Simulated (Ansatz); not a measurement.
A run for Ansatz (a quantum-chemistry and plane-wave program): U-CCSD(T)/cc-pVTZ on BrGeH (SMILES [GeH][Br]), a point of a bond scan (R = 2.164 Å). The run froze 28 orbitals, filled d shells among them.

Ansatz 0.2 input:
```yaml
crystal:
  periodic: [false, false, false]
  atoms:
    - {symbol: Ge, position_ang: [-0.68565162, -0.57867936, 0.82194038]}
    - {symbol: H, position_ang: [-2.08633224, -1.24632580, -0.68700597]}
    - {symbol: Br, position_ang: [0.67611556, 0.55974206, -0.74303699]}
basis:
  gaussian:
    orbitals: cc-pVTZ
correlation: {method: ccsd_t, electrons: outside_noble_gas}
scf: {omitted_lower_state_checks: [cluster_reference]}
magnetization: {spin_polarized: true, initial_magnetization: 0}
```

It printed:

```
WARN ansatz: RAYON_NUM_THREADS=1 ignored (pool sized by the plan → 1); use --threads N
Functional definition: HF
these checks for a lower state are left out or cut short: cluster_reference
integrals: 0.17 GiB planned
642 factors; integrals over basis functions are off by at most 1.1e-3 eV
mean field: 0.40 GiB planned
mean field evaluation 1: about -126489.1062 eV, gradient 9.9e0 eV
mean field evaluation 2: about -126489.1079 eV, gradient 9.9e0 eV
mean field evaluation 4: about -126490.0611 eV, gradient 1.1e0 eV
mean field evaluation 8: about -126490.0801 eV, gradient 4.4e-4 eV
mean field evaluation 16: about -126490.0895 eV, gradient 2.6e-2 eV
mean field evaluation 32: about -126489.9403 eV, gradient 1.1e0 eV
mean field -126490.08962814 eV, -4648.4250557718 hartree, gradient 2.2e-6 eV, S^2 0.124984; 5 other end points of the search recorded, 0 dependent functions left out
28 core orbitals not correlated
reference -126490.08962814 eV, -4648.4250557718 hartree; 6, 6 occupied and 66, 66 virtual orbitals, 642 factors
second order -6.86388804 eV of doubles, -0.00000000 eV of singles
coupled cluster: 0.28 GiB planned
cycle   1  -7.44074829 eV  change   -5.8e-1 eV  update   8.9e-2
cycle   2  -7.73017578 eV  change   -2.9e-1 eV  update   4.5e-2
cycle   3  -7.84307697 eV  change   -1.1e-1 eV  update   3.1e-2
cycle   4  -7.86885543 eV  change   -2.6e-2 eV  update   1.9e-2
cycle   5  -7.88771625 eV  change   -1.9e-2 eV  update   8.5e-3
cycle   6  -7.89283702 eV  change   -5.1e-3 eV  update   3.2e-3
cycle   7  -7.89314897 eV  change   -3.1e-4 eV  update   1.0e-3
cycle   8  -7.89357755 eV  change   -4.3e-4 eV  update   4.0e-4
cycle   9  -7.89355703 eV  change    2.1e-5 eV  update   1.5e-4
cycle  10  -7.89354008 eV  change    1.7e-5 eV  update   5.4e-5
cycle  11  -7.89356460 eV  change   -2.5e-5 eV  update   2.1e-5
cycle  12  -7.89356445 eV  change    1.5e-7 eV  update   8.5e-6
coupled cluster: 0.29 GiB planned
perturbative correction -0.35350360 eV, -0.0129910176 hartree
Total energy: -126498.33669618 eV, -4648.7281299324 hartree
Checks for a lower state left out: cluster_reference
```

Self-consistency was reached. Its determinant has ⟨S²⟩ = 0.12, a mixture of spin states.

Cost: roughly 9 core-seconds.
